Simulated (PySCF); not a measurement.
Nb(F)4(SH) (F4HNbS), SMILES [SH][Nb]([F])([F])([F])[F], multiplicity 1. Atoms are numbered in the order given.

```xyz
7

Nb    -0.0025     0.2895     0.0000
F      1.8583     0.1426     0.0000
F     -1.8549     0.1287     0.0000
F      0.0026     1.1722     1.6139
F      0.0026     1.1722    -1.6139
S     -0.0775    -2.0733     0.0000
H      1.2647    -2.2393     0.0000
```

Geometry: PBE0-D3(BJ)/def2-SVP. The spin state was assumed, not searched. The structure was generated by enumeration; whether it is a known compound was not checked. The def2 effective core potentials stand for the cores of Nb; spin–orbit coupling is left out. Other conformers were not sampled.

Computed with PBE0-D3(BJ)/def2-SVP (PySCF 2.14.0).

Frequencies are harmonic and unscaled.

Q: Give all harmonic wavenumbers and intensities. (An estimate is asked for; the answer gives what the named calculation found.)

A: 
```json
[
 {"mode": "1", "ν (cm⁻¹)": "88", "IR (km/mol)": "2.6", "moving atoms (share of kinetic energy)": "F 73 %, S 25 %"},
 {"mode": "2", "ν (cm⁻¹)": "123", "IR (km/mol)": "5.5", "moving atoms (share of kinetic energy)": "F 99 %"},
 {"mode": "3", "ν (cm⁻¹)": "188", "IR (km/mol)": "16.3", "moving atoms (share of kinetic energy)": "F 66 %, Nb 26 %, S 8 %"},
 {"mode": "4", "ν (cm⁻¹)": "193", "IR (km/mol)": "6.2", "moving atoms (share of kinetic energy)": "F 54 %, S 28 %, Nb 17 %"},
 {"mode": "5", "ν (cm⁻¹)": "202", "IR (km/mol)": "18.2", "moving atoms (share of kinetic energy)": "F 65 %, Nb 19 %, S 15 %"},
 {"mode": "6", "ν (cm⁻¹)": "241", "IR (km/mol)": "1.4", "moving atoms (share of kinetic energy)": "F 92 %"},
 {"mode": "7", "ν (cm⁻¹)": "244", "IR (km/mol)": "11.1", "moving atoms (share of kinetic energy)": "F 88 %"},
 {"mode": "8", "ν (cm⁻¹)": "372", "IR (km/mol)": "20.5", "moving atoms (share of kinetic energy)": "H 88 %, F 9 %"},
 {"mode": "9", "ν (cm⁻¹)": "406", "IR (km/mol)": "42.9", "moving atoms (share of kinetic energy)": "S 67 %, Nb 25 %"},
 {"mode": "10", "ν (cm⁻¹)": "660", "IR (km/mol)": "70.8", "moving atoms (share of kinetic energy)": "H 47 %, F 45 %"},
 {"mode": "11", "ν (cm⁻¹)": "683", "IR (km/mol)": "31.0", "moving atoms (share of kinetic energy)": "F 65 %, H 30 %"},
 {"mode": "12", "ν (cm⁻¹)": "724", "IR (km/mol)": "125.7", "moving atoms (share of kinetic energy)": "F 93 %"},
 {"mode": "13", "ν (cm⁻¹)": "738", "IR (km/mol)": "215.0", "moving atoms (share of kinetic energy)": "F 57 %, Nb 26 %, H 16 %"},
 {"mode": "14", "ν (cm⁻¹)": "755", "IR (km/mol)": "187.2", "moving atoms (share of kinetic energy)": "F 74 %, Nb 26 %"},
 {"mode": "15", "ν (cm⁻¹)": "2716", "IR (km/mol)": "7.3", "moving atoms (share of kinetic energy)": "H 97 %"}
]
```
